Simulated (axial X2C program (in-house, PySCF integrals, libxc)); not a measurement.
# CoBr⁺: from the spin-free to the two-component result

All values were computed with an axial X2C code built on PySCF integrals. Spin-free means the one-electron spin-free X2C Hamiltonian; two-component (2c) means X2C with spin–orbit coupling and atomic mean-field two-electron Coulomb and Gaunt terms, so the difference of the two also holds small scalar two-electron terms. Basis: Br dyall-cv3z [8s9p6d4f1g], Co dyall-cv3z [9s10p6d3f2g] (cores contracted in-house); Gaussian nuclei, density fitting, unrestricted open shells. Masses: Br 78.918 u, Co 58.933 u.

Spin-free state: M_S = 3/2, Λ = 2 (beyond evenly filled blocks: π+α, π-α, δ+α, δ+β, δ-α); fragments Br + Co+.

```json
{"level": "PBE0", "Re (Å)": "2.146", "ωe (cm⁻¹)": "370.9", "De (eV)": "2.768", "μ (D)": "6.27"}
{"level": "HF", "Re (Å)": "2.249", "ωe (cm⁻¹)": "346.0", "De (eV)": "n/a", "μ (D)": "9.26"}
{"level": "MP2", "Re (Å)": "2.176", "ωe (cm⁻¹)": "360.4", "De (eV)": "1.968", "μ (D)": "n/a"}
{"level": "CCSD(T)", "Re (Å)": "2.167", "ωe (cm⁻¹)": "360.8", "De (eV)": "n/a", "μ (D)": "n/a"}
{"level": "B3LYP", "Re (Å)": "2.160", "ωe (cm⁻¹)": "359.7", "De (eV)": "2.693", "μ (D)": "5.89"}
```

Correlated methods: 15 electrons correlated (number of frozen shells: Br 3 s, 2 p, 1 d; Co 3 s, 2 p), 265 virtual spin orbitals or spinors in MP2, 90 natural virtuals in coupled cluster.

Dipoles are positive if Co is the positive end and refer to the centre of mass.

Two-component determinant lowest at the distance of the search:

Ω = 7/2 (⟨Sz⟩ = 1.50, ⟨Lz⟩ = 2.00 at HF); fragments Br + Co+.

| level | Re (Å) | ωe (cm⁻¹) | μ (D) |
| --- | --- | --- | --- |
| PBE0 | 2.148 | 369.9 | 6.26 |
| HF | 2.251 | 344.4 | 9.24 |
| MP2 | 2.178 | 359.1 | n/a |
| CCSD(T) | 2.169 | 359.0 | n/a |
| B3LYP | 2.162 | 358.6 | 5.88 |

Q: From the two tables, how do the constants change at the CCSD(T) level (2c against spin-free)?

A: At the CCSD(T) level Re increases by 0.002 Å and ωe falls by 1.8 cm⁻¹.

The state is one determinant whose occupation by symmetry is held fixed; it was picked as the lowest of a PBE0 search that is not exhaustive. De is counted from the lowest determinant-based energies of the atoms at the same level, without counterpoise correction. De is not given where an atomic determinant may have missed its ground term or J level, or where the truncated virtual space spoils (T). Density functionals use the spin component along the axis (collinear). Coupled cluster ran in a truncated set of natural virtual spinors; the MP2 energy of the rest was added. (T) has no such correction and the atoms are truncated less, which lowers De at CCSD(T) by a hundredth of an eV or more. PBE0 can misorder states that lie within some tenths of an eV, so this need not be the ground state of the molecule. The nearest other spin-free determinant of the search, M_S = 3/2, Λ = 3, lies 0.13 eV up at the distance of the search. The functionals have no current-density term, which raises determinants with orbital currents, atoms included. With several unpaired electrons one determinant need not be a pure state.
